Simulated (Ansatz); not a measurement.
Computed with Ansatz on PBE0-D4/def2-TZVP structures; ΔE is electronic, products minus reactants. CCSD(T)/CBS adds triple-zeta CCSD(T) − MP2 to the extrapolated MP2 energy (def2 sets, frozen cores). Functionals use def2-TZVPP. B3LYP here is the variant with VWN-RPA as its local correlation; programs differ in this. For Ge outer-core shells are correlated without core-valence functions, which leaves a few kJ/mol of doubt a bond. Scalar relativity is left out up to krypton. Each species was taken in one conformer, which may not be the lowest.

Reaction (substitution at a C–Al bond): `[CH3][AlH][GeH3]` + `C[SiH2][NH][AlH2]` → `C[SiH2][N](C)[AlH2]` + `[AlH2][GeH3]`

`[CH3][AlH][GeH3]`:

Cartesian coordinates in Å:
```
C -0.553 -0.469 1.801
Al -0.281 0.789 0.336
Ge 0.649 0.019 -1.833
H 0.402 -0.910 2.107
H -1.011 -0.012 2.681
H -1.184 -1.306 1.483
H -0.639 2.332 0.496
H -0.310 0.306 -3.008
H 0.958 -1.492 -1.881
H 1.968 0.743 -2.182
```

`C[SiH2][NH][AlH2]`:

Z-matrix (Å, degrees):
```
C
Si 1 1.868
H 1 1.094 2 110.6
H 1 1.093 2 111.0 3 119.5
H 1 1.093 2 111.0 3 -120.2
N 2 1.730 1 112.9 3 -179.8
H 2 1.493 1 108.1 3 -56.9
H 2 1.488 1 110.2 3 61.4
Al 6 1.781 2 129.4 1 -117.5
H 6 1.013 2 114.6 1 63.7
H 9 1.581 6 118.4 2 1.3
H 9 1.584 6 117.5 2 -179.1
```

`C[SiH2][N](C)[AlH2]`:

Cartesian coordinates in Å:
```
C -2.024 0.074 0.927
Si -0.997 -0.176 -0.614
N 0.707 -0.088 -0.313
C 1.201 1.200 0.173
Al 1.836 -1.437 -0.602
H -3.088 0.008 0.687
H -1.846 1.057 1.371
H -1.797 -0.686 1.678
H -1.267 -1.516 -1.200
H -1.384 0.876 -1.603
H 0.794 1.448 1.161
H 0.934 2.017 -0.508
H 2.291 1.193 0.265
H 3.368 -1.147 -0.311
H 1.272 -2.823 -1.112
```

`[AlH2][GeH3]`:

Z-matrix (Å, degrees):
```
Ge
Al 1 2.477
H 1 1.541 2 113.1
H 1 1.544 2 110.3 3 -118.9
H 1 1.541 2 113.2 3 122.2
H 2 1.588 1 120.3 3 30.1
H 2 1.588 1 120.3 3 -151.0
```

```json
{"level": "PBE-D4", "ΔE (kJ/mol)": "89.1", "difference from CCSD(T)/CBS": "-3.6"}
{"level": "r2SCAN-D4", "ΔE (kJ/mol)": "95.7", "difference from CCSD(T)/CBS": "3.0"}
{"level": "PBE0-D4", "ΔE (kJ/mol)": "90.2", "difference from CCSD(T)/CBS": "-2.5"}
{"level": "B3LYP-D4", "ΔE (kJ/mol)": "88.2", "difference from CCSD(T)/CBS": "-4.5"}
{"level": "ωB97X-V", "ΔE (kJ/mol)": "87.2", "difference from CCSD(T)/CBS": "-5.5"}
{"level": "ωB97M-V", "ΔE (kJ/mol)": "92.3", "difference from CCSD(T)/CBS": "-0.4"}
{"level": "B2PLYP", "ΔE (kJ/mol)": "93.9", "difference from CCSD(T)/CBS": "1.2"}
{"level": "PBE", "ΔE (kJ/mol)": "93.7", "difference from CCSD(T)/CBS": "1.0"}
{"level": "r2SCAN", "ΔE (kJ/mol)": "97.0", "difference from CCSD(T)/CBS": "4.3"}
{"level": "PBE0", "ΔE (kJ/mol)": "94.1", "difference from CCSD(T)/CBS": "1.4"}
{"level": "B3LYP", "ΔE (kJ/mol)": "95.3", "difference from CCSD(T)/CBS": "2.6"}
{"level": "HF/def2-TZVPP", "ΔE (kJ/mol)": "90.2", "difference from CCSD(T)/CBS": "-2.5"}
{"level": "MP2/def2-TZVPP", "ΔE (kJ/mol)": "93.0", "difference from CCSD(T)/CBS": "0.3"}
{"level": "SCS-MP2/def2-TZVPP", "ΔE (kJ/mol)": "88.9", "difference from CCSD(T)/CBS": "-3.8"}
{"level": "CCSD/def2-TZVPP", "ΔE (kJ/mol)": "90.1", "difference from CCSD(T)/CBS": "-2.6"}
{"level": "CCSD(T)/def2-TZVPP", "ΔE (kJ/mol)": "89.3", "difference from CCSD(T)/CBS": "-3.4"}
{"level": "HF/def2-QZVPP", "ΔE (kJ/mol)": "90.2", "difference from CCSD(T)/CBS": "-2.5"}
{"level": "MP2/def2-QZVPP", "ΔE (kJ/mol)": "95.0", "difference from CCSD(T)/CBS": "2.3"}
{"level": "SCS-MP2/def2-QZVPP", "ΔE (kJ/mol)": "91.1", "difference from CCSD(T)/CBS": "-1.6"}
{"level": "HF/CBS(def2)", "ΔE (kJ/mol)": "90.2", "difference from CCSD(T)/CBS": "-2.5"}
{"level": "MP2/CBS(def2)", "ΔE (kJ/mol)": "96.4", "difference from CCSD(T)/CBS": "3.7"}
{"level": "CCSD/CBS(def2)", "ΔE (kJ/mol)": "93.6", "difference from CCSD(T)/CBS": "0.9"}
{"level": "CCSD(T)/CBS", "ΔE (kJ/mol)": "92.7", "difference from CCSD(T)/CBS": "0"}
```

Largest T1 diagnostic among the species: 0.012.

The D4 term adds −7.1 kJ/mol with B3LYP and −3.9 kJ/mol with PBE0; it sums over pairs of atoms, weighted by their polarisabilities, and B3LYP, whose exchange is more repulsive, gets the larger term.
